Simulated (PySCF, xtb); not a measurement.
Mo(NH)2(F)(Me) (CH5FMoN2), SMILES [CH3][Mo]([F])(=[NH])=[NH], multiplicity 1.

GFN2-xTB run with xtb at its own geometry gives an orbital gap of 2.36 eV and a dipole moment of 2.00 D.

Coordinates come from a PBE0-D3(BJ)/def2-SVP optimisation. The spin state was assumed, not searched. The structure was generated by enumeration; whether it is a known compound was not checked. The def2 effective core potentials stand for the cores of Mo; spin–orbit coupling is left out.

### Question
What does PBE/def2-TZVP (PySCF) give? (An estimate is asked for; the answer gives what the named calculation found.)

### Answer
gap 3.95 eV (levels -6.67 and -2.72 eV), dipole 2.38 D.
